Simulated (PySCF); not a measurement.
# UHF on I²⁺ (iodine, charge +2)

Configuration: [Kr] 4d10 5s1 5p4, 5s spin antiparallel (an excited configuration). Calculation: PySCF 2.14, in x2c-TZVPPall with one added diffuse shell each of s, p, d, f type (9s7p5d3f, 76 functions); scalar relativity by spin-free X2C-1e.

```
Total energy                                                  : -7111.052196 hartree
One-electron energy                                           : -9709.5108 hartree
Hartree (Coulomb) energy                                      : 2778.0849 hartree
Exchange energy                                               : -179.6263 hartree
⟨S²⟩                                                          : 1.7540
⟨L²⟩                                                          : 2.035
Sum of ⟨r⟩                                                    : 32.51 bohr
Sum of ⟨r²⟩                                                   : 44.10 bohr²
Traceless quadrupole moment −½Σ⟨3z² − r²⟩ along its main axis : -2.11 e·bohr²
Langevin diamagnetic susceptibility                           : -34.9 ×10⁻⁶ cm³/mol
```

```json
{"shell": "1s β", "electrons": "1", "mean orbital energy (hartree)": "-1225.76018", "spread (hartree)": "0", "rms radius, mean of both spins (bohr)": "0.0311"}
{"shell": "1s α", "electrons": "1", "mean orbital energy (hartree)": "-1225.75887", "spread (hartree)": "0", "rms radius, mean of both spins (bohr)": "0.0311"}
{"shell": "2s β", "electrons": "1", "mean orbital energy (hartree)": "-193.72924", "spread (hartree)": "0", "rms radius, mean of both spins (bohr)": "0.127"}
{"shell": "2s α", "electrons": "1", "mean orbital energy (hartree)": "-193.72481", "spread (hartree)": "0", "rms radius, mean of both spins (bohr)": "0.127"}
{"shell": "2p α", "electrons": "3", "mean orbital energy (hartree)": "-173.83659", "spread (hartree)": "0.00517", "rms radius, mean of both spins (bohr)": "0.113"}
{"shell": "2p β", "electrons": "3", "mean orbital energy (hartree)": "-173.83397", "spread (hartree)": "0.00150", "rms radius, mean of both spins (bohr)": "0.113"}
{"shell": "3s β", "electrons": "1", "mean orbital energy (hartree)": "-41.32110", "spread (hartree)": "0", "rms radius, mean of both spins (bohr)": "0.334"}
{"shell": "3s α", "electrons": "1", "mean orbital energy (hartree)": "-41.31549", "spread (hartree)": "0", "rms radius, mean of both spins (bohr)": "0.334"}
{"shell": "3p α", "electrons": "3", "mean orbital energy (hartree)": "-34.70501", "spread (hartree)": "0.01281", "rms radius, mean of both spins (bohr)": "0.335"}
{"shell": "3p β", "electrons": "3", "mean orbital energy (hartree)": "-34.70130", "spread (hartree)": "0.00182", "rms radius, mean of both spins (bohr)": "0.335"}
{"shell": "3d α", "electrons": "5", "mean orbital energy (hartree)": "-24.74543", "spread (hartree)": "0.01122", "rms radius, mean of both spins (bohr)": "0.313"}
{"shell": "3d β", "electrons": "5", "mean orbital energy (hartree)": "-24.74423", "spread (hartree)": "0.00810", "rms radius, mean of both spins (bohr)": "0.313"}
{"shell": "4s β", "electrons": "1", "mean orbital energy (hartree)": "-8.56541", "spread (hartree)": "0", "rms radius, mean of both spins (bohr)": "0.788"}
{"shell": "4s α", "electrons": "1", "mean orbital energy (hartree)": "-8.55576", "spread (hartree)": "0", "rms radius, mean of both spins (bohr)": "0.788"}
{"shell": "4p α", "electrons": "3", "mean orbital energy (hartree)": "-6.39826", "spread (hartree)": "0.02723", "rms radius, mean of both spins (bohr)": "0.844"}
{"shell": "4p β", "electrons": "3", "mean orbital energy (hartree)": "-6.39037", "spread (hartree)": "0.00147", "rms radius, mean of both spins (bohr)": "0.844"}
{"shell": "4d α", "electrons": "5", "mean orbital energy (hartree)": "-3.11062", "spread (hartree)": "0.03033", "rms radius, mean of both spins (bohr)": "0.988"}
{"shell": "4d β", "electrons": "5", "mean orbital energy (hartree)": "-3.10851", "spread (hartree)": "0.01691", "rms radius, mean of both spins (bohr)": "0.988"}
{"shell": "5s β", "electrons": "1", "mean orbital energy (hartree)": "-1.51718", "spread (hartree)": "0", "rms radius, mean of both spins (bohr)": "2.00"}
{"shell": "5p β", "electrons": "1", "mean orbital energy (hartree)": "-1.06900", "spread (hartree)": "0", "rms radius, mean of both spins (bohr)": "2.39"}
{"shell": "5p α", "electrons": "3", "mean orbital energy (hartree)": "-1.04537", "spread (hartree)": "0.05968", "rms radius, mean of both spins (bohr)": "2.39"}
```

With the s spin flipped the determinant is a mixture of two multiplicities, not a spectroscopic state.

Densities and radii are taken from the X2C orbitals without a picture-change correction, which distorts them close to the nucleus.

Spin-orbit constants ζ (cm⁻¹) from the X2C one-electron operator on these orbitals: bare nucleus, nucleus screened by l(l+1)(2l+1)/3 electrons, and screened by the Breit-Pauli mean field of the electrons.

| shell | bare | screened nucleus | mean field |
| --- | --- | --- | --- |
| 2p | 1588000 | 1528000 | 1502000 |
| 3p | 303300 | 291900 | 286200 |
| 3d | 46100 | 37410 | 35980 |
| 4p | 56100 | 53980 | 52830 |
| 4d | 6549 | 5314 | 5030 |
| 5p | 5924 | 5700 | 5567 |
